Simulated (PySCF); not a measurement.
# Potential energy of SrS along the bond

Set-up: Sr x2c-TZVPall, S x2c-TZVPall; spin-free X2C with a Gaussian nucleus (PySCF 2.14). Energies in eV from Sr + S in their ground configurations at the same level. All curves are PBE0. state 1: ¹Σ⁺ (singlet), closed shell; state 2: ³Π (triplet), unpaired electrons σ ↑, π ↑, a second solution, started from another occupation; state 3: Ms = 0 determinant of mixed spin (⟨S²⟩ near 1.0), unpaired electrons σ ↓, π ↑, a second solution, started from another occupation; state 4: ³Σ⁺ (triplet), unpaired electrons σ ↑↑, a second solution, started from another occupation.

```json
{"R (Å)": "2.082", "state 1": "-2.391", "state 2": "0.128", "state 3": "0.153", "state 4": "-0.714"}
{"R (Å)": "2.179", "state 1": "-3.069", "state 2": "-0.938", "state 3": "-0.917", "state 4": "-1.398"}
{"R (Å)": "2.276", "state 1": "-3.447", "state 2": "-1.676", "state 3": "-1.659", "state 4": "-1.842"}
{"R (Å)": "2.348", "state 1": "-3.582", "state 2": "-2.065", "state 3": "-2.049", "state 4": "-2.055"}
{"R (Å)": "2.421", "state 1": "-3.619", "state 2": "-2.341", "state 3": "-2.326", "state 4": "-2.188"}
{"R (Å)": "2.494", "state 1": "-3.581", "state 2": "-2.527", "state 3": "-2.513", "state 4": "-2.258"}
{"R (Å)": "2.591", "state 1": "-3.444", "state 2": "-2.668", "state 3": "-2.654", "state 4": "-2.276"}
{"R (Å)": "2.712", "state 1": "-3.179", "state 2": "-2.715", "state 3": "-2.701", "state 4": "-2.215"}
{"R (Å)": "2.857", "state 1": "-2.783", "state 2": "-2.648", "state 3": "-2.632", "state 4": "-2.063"}
{"R (Å)": "3.050", "state 1": "-2.214", "state 2": "-2.439", "state 3": "-2.420", "state 4": "-1.794"}
```

**Question.** Put a parabola through the three lowest points of the state 1 curve and estimate Re, k and ωe (reduced mass 23.44 u; 1 eV/Å² = 0.16022 mdyn/Å; ωe = 1302.8·√(k/μ) cm⁻¹).

**Answer.** Through R = 2.348, 2.421, 2.494 Å the second-order coefficient is 7.04 eV/Å², so Re ≈ 2.421 Å, k ≈ 2.25 mdyn/Å and ωe ≈ 404 cm⁻¹. A polynomial fit of higher order to the unrounded PBE0 energies gives Re = 2.418 Å, k = 2.31 mdyn/Å, ωe = 409 cm⁻¹; anharmonicity and rounding make the difference.

The higher-order fit for each curve: state 1: Re = 2.418 Å, ωe = 409 cm⁻¹, De = 3.62 eV; state 2: Re = 2.702 Å, ωe = 279 cm⁻¹, minimum 2.72 eV below the ground-state fragments; state 3: Re = 2.701 Å, ωe = 281 cm⁻¹, minimum 2.70 eV below the ground-state fragments; state 4: Re = 2.566 Å, ωe = 288 cm⁻¹, minimum 2.28 eV below the ground-state fragments.
